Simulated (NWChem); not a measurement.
System meant: C2H3AgO2; SMILES C[O][Ag]<-[C-]#[O+]

The following NWChem deck was run.

```
start job
memory heap 200 mb stack 900 mb global 1100 mb
geometry units angstroms noautoz
  Ag     0.246290     0.045423    -0.242024
  O     -0.605059    -0.473512    -1.924263
  C     -1.909774    -0.913427    -2.149757
  H     -2.691860    -0.164774    -1.864531
  H     -2.054252    -1.121100    -3.237852
  H     -2.163705    -1.861281    -1.610535
  O      1.558442     0.856902     2.430102
  C      1.119444     0.566260     1.408265
end
basis spherical
  Ag library def2-svp
  O library def2-svp
  C library def2-svp
  H library def2-svp
end
dft
  xc xpbe96 cpbe96
  iterations 150
  mulliken
end
task dft energy
```

End of the output:

```
             Northwest Computational Chemistry Package (NWChem) 7.3.0
             --------------------------------------------------------

 CS  symmetry detected

                             Geometry "geometry" -> ""
                             -------------------------

 Output coordinates in angstroms (scale by  1.889725989 to convert to a.u.)

  No.       Tag          Charge          X              Y              Z
 ---- ---------------- ---------- -------------- -------------- --------------
    1 Ag                  47.0000     0.12789007    -0.09005748     0.00000000
    2 O                    8.0000     0.37809165     1.84937952     0.00000000
    3 C                    6.0000    -0.58429599     2.85955970     0.00000000
    4 H                    1.0000    -1.25353896     2.84237868     0.89743990
    5 H                    1.0000    -0.08243716     3.85760199     0.00000000
    6 H                    1.0000    -1.25353896     2.84237868    -0.89743990
    7 O                    8.0000    -0.30318229    -3.14532752     0.00000000
    8 C                    6.0000    -0.08580283    -2.01657200     0.00000000

 Effective nuclear repulsion energy (a.u.)     394.3807973994

      Symmetry information
      --------------------

 Group name             Cs
 Group number              2
 Group order               2
 No. of unique centers     7

  pbe96 is a nonlocal functional; adding pw91lda local functional.

                                 NWChem DFT Module
                                 -----------------

 Summary of "ao basis" -> "ao basis" (spherical)
 ------------------------------------------------------------------------------
       Tag                 Description            Shells   Functions and Types
 ---------------- ------------------------------  ------  ---------------------
 Ag                         def2-svp                11       31   5s3p2d1f
 O                          def2-svp                 6       14   3s2p1d
 C                          def2-svp                 6       14   3s2p1d
 H                          def2-svp                 3        5   2s1p

      Symmetry analysis of basis
      --------------------------

        a'         70
        a"         32

            General Information
            -------------------
          SCF calculation type: DFT
          Wavefunction type:  closed shell.
          No. of atoms     :     8
          No. of electrons :    78
           Alpha electrons :    39
            Beta electrons :    39
          Charge           :     0
          Spin multiplicity:     1
          Use of symmetry is: on ; symmetry adaption is: on
          Maximum number of iterations: 150
          AO basis - number of functions:   102
                     number of shells:    44
          Convergence on energy requested:  1.00D-06
          Convergence on density requested:  1.00D-05
          Convergence on gradient requested:  5.00D-04

              XC Information
              --------------
          PerdewBurkeErnzerhof Exchange Functional  1.000
            Perdew 1991 LDA Correlation Functional  1.000 local
           PerdewBurkeErnz. Correlation Functional  1.000 non-local

             Grid Information
             ----------------
          Grid used for XC integration:  medium
          Radial quadrature: Mura-Knowles
          Angular quadrature: Lebedev.
          Tag              B.-S. Rad. Rad. Pts. Rad. Cut. Ang. Pts.
          ---              ---------- --------- --------- ---------
          Ag                  1.60      123          11.0       590
          O                   0.60       49          14.0       434
          C                   0.70       49          13.0       434
          H                   0.35       45          13.0       434
          Grid pruning is: on
          Number of quadrature shells:   409
          Spatial weights used:  Erf1

      Superposition of Atomic Density Guess
      -------------------------------------

 Sum of atomic energies:       -1346.08519593

      Non-variational initial energy
      ------------------------------

 Total energy =   -1352.232665
 1-e energy   =   -2628.531461
 2-e energy   =     881.917999
 HOMO         =      -1.011521
 LUMO         =      -1.009114

      Symmetry analysis of molecular orbitals - initial
      -------------------------------------------------

  Numbering of irreducible representations:

     1 a'          2 a"

  Orbital symmetries:

     1 a'          2 a'          3 a'          4 a'          5 a"
     6 a'          7 a'          8 a'          9 a'         10 a"
    11 a'         12 a"         13 a'         14 a'         15 a'
    16 a'         17 a"         18 a'         19 a"         20 a'
    21 a"         22 a'         23 a'         24 a'         25 a"
    26 a'         27 a'         28 a'         29 a'         30 a"
    31 a'         32 a'         33 a"         34 a'         35 a'
    36 a"         37 a'         38 a'         39 a'         40 a"
    41 a'         42 a'         43 a"         44 a'         45 a"
    46 a'         47 a'         48 a"         49 a'

     ---------------------------------------------
      Total Density - Mulliken Population Analysis
     ---------------------------------------------

    Atom       Charge   Shell Charges
 -----------   ------   -------------------------------------------------------
    1 Ag  47    56.98   2.00  2.01  2.02  3.36 -0.60  6.02  7.35 -0.22 10.02 11.01 14.01
    2 O    8     8.69   1.99  1.07  0.46  3.38  1.74  0.05
    3 C    6     3.26   1.99  0.83  0.32  0.30 -0.19  0.02
    4 H    1     0.27   0.20  0.07  0.01
    5 H    1     0.23   0.14  0.08  0.01
    6 H    1     0.27   0.20  0.07  0.01
    7 O    8     3.50   1.99  0.84  0.30  0.33  0.01  0.01
    8 C    6     4.80   2.00  1.46  0.07  2.29 -1.01 -0.00

[...]
```

**Question.** Can this run be used? If not, why, and what is the fix?

**Answer.** The run ends normally but its numbers are meaningless: the def2 basis of a heavy element holds valence functions alone and wants its effective core potential (without it all electrons must fit into that basis). This input runs:
```
start job
memory heap 200 mb stack 900 mb global 1100 mb
geometry units angstroms noautoz
  Ag     0.246290     0.045423    -0.242024
  O     -0.605059    -0.473512    -1.924263
  C     -1.909774    -0.913427    -2.149757
  H     -2.691860    -0.164774    -1.864531
  H     -2.054252    -1.121100    -3.237852
  H     -2.163705    -1.861281    -1.610535
  O      1.558442     0.856902     2.430102
  C      1.119444     0.566260     1.408265
end
basis spherical
  Ag library def2-svp
  O library def2-svp
  C library def2-svp
  H library def2-svp
end
ecp
  Ag library def2-ecp
end
dft
  xc xpbe96 cpbe96
  iterations 150
  mulliken
end
task dft energy
```
It converges to -374.99483 Ha (PBE/def2-SVP with def2 effective core potentials on Ag). The faulty run gave -1448.104 Ha, with all electrons squeezed into the valence basis.
